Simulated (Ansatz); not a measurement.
An input meant for Al₅Ga (charge 0, singlet).

```yaml
crystal:
  periodic: [false, false, false]
  atoms:
    - {symbol: Al, position_ang: [0.836265, 1.801337, -0.743946]}
    - {symbol: Al, position_ang: [-0.642618, -0.027148, -1.921952]}
    - {symbol: Al, position_ang: [1.290112, -0.874291, -0.543313]}
    - {symbol: Al, position_ang: [-2.225463, -0.306971, 0.142428]}
    - {symbol: Al, position_ang: [0.986527, 0.825673, 1.713644]}
    - {symbol: Ga, position_ang: [-0.244814, -1.418600, 1.353139]}
basis:
  gaussian: {orbitals: STO-3G, nuclear_model: gaussian}
hamiltonian: {xc: {name: TPSS}}
output: {forces: true}
```

```sh
$ ansatz run in.yaml --threads 4 --pin off --events-out ev --progress --plain --max-ram 4787MiB
```

(1) Predict how Ansatz answers.

Results:

(1) The program refused the input. The method's name isn't one that the program takes here.
```
Error: YAML parse error: error: line 12 column 19: hamiltonian.xc: no functional is named "TPSS"; the names, which are not case-sensitive, are SVWN5, SPW92, PBE, PBE0, PBEsol, revPBE, revPBE0, RPBE, rPW86-PBE, HSE06, wPBEh, LC-wPBE, HISS, HF, BLYP, B3LYP, B3LYP5, BHLYP, CAM-B3LYP, r2SCAN, r2SCANh, r2SCAN0, r2SCAN50, m-r2SCAN, B97, wB97, wB97X, wB97X-V, B97M-V, wB97M-V, B2PLYP, B2GP-PLYP, PBE0-DH, PBE-QIDH
10 | basis:
11 |   gaussian: {orbitals: STO-3G, nuclear_model: gaussian}
12 | hamiltonian: {xc: {name: TPSS}}
13 | output: {forces: true}
```
